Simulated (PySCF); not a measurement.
Numbering as in the mapped SMILES `[SiH3:1][O:2][GeH2:3][CH:4]1[CH2:5][CH2:6]1` (H(Xn): hydrogen on atom n). Ha(C5), Ha(C6) are cis to Ge3 on the ring; Hb(C5), Hb(C6) are trans to Ge3 on the ring.

Geometry: PBE0-D3(BJ)/def2-SVP; GIAO shifts from PySCF 2.14.0 with density-fitted response routines, gas phase, non-relativistic, averaged over equivalent atoms.

At WP04/pcSseg-1 (183 basis functions, 23 s wall time on 1 thread of an Arm Neoverse V2, shared host):
```csv
atoms,δ (ppm)
Si1,-42.9
O2,-13.0
Ge3,-38.0
C5/C6,4.3
C4,1.9
H(Ge3),4.65
H(Si1),4.13
Ha(C5)/Ha(C6),0.66
Hb(C5)/Hb(C6),0.63
H(C4),-0.21
```

δ = σ(ref) − σ, references computed at the same level: 29Si (σ = 338.69 ppm) and 13C (σ = 172.44 ppm) and 1H (σ = 31.56 ppm) against TMS; 17O (σ = 317.54 ppm) vs H2O; 73Ge (σ = 1276.28 ppm) against GeMe4.

Q: Estimate the result of repeating the calculation with PBE0/pcSseg-1.

A: 
| atoms | δ at PBE0/pcSseg-1 | change |
| --- | --- | --- |
| Si1 | -31.6 | +11.3 |
| O2 | -15.2 | -2.2 |
| Ge3 | -3.5 | +34.5 |
| C5/C6 | 2.0 | -2.3 |
| C4 | -1.6 | -3.5 |
| H(Ge3) | 5.23 | +0.58 |
| H(Si1) | 4.96 | +0.83 |
| Ha(C5)/Ha(C6) | 0.59 | -0.07 |
| Hb(C5)/Hb(C6) | 0.65 | +0.02 |
| H(C4) | -0.28 | -0.07 |

References, each an isolated molecule treated in the same way: 29Si (σref 351.99), 13C (σref 184.41), 1H (σref 31.27) against TMS; 17O (σref 334.56) vs H2O; 73Ge (σref 1330.28) vs GeMe4.

The largest change is at Ge3 (germanium bonded to C, O, 2 H). Cost: 183 basis functions, 24 s wall time on 1 thread of an Arm Neoverse V2, shared host.

Relativistic effects, spin–orbit coupling among them, are left out; they matter for Ge and for the light atoms bonded to it. Experimental scales use liquid or dissolved standards, which lie at an offset from isolated H2O (liquid H2O: subtract about 36 ppm).
